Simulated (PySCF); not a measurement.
A structure optimised at PBE-D3(BJ)/def2-SVP, used in a PySCF frequency run:

```
S
C 1 1.8521
H 2 1.1054 1 111.92
H 2 1.1059 3 109.44 1 -120.03
H 2 1.1059 3 109.44 4 -119.94
Al 1 2.1653 2 99.91 3 0.00
F 6 1.6769 1 118.60 2 0.00
Cl 6 2.0959 7 119.42 3 180.00
```
Charge 0, spin multiplicity 1.

**Question.** Write its SMILES, formula and point group.

**Answer.** C[S][Al]([F])[Cl], CH₃AlClFS, Cs

**Question.** What are its rotational constants (standard atomic weights)?

**Answer.** 4.2479, 1.3581, 1.0360 GHz
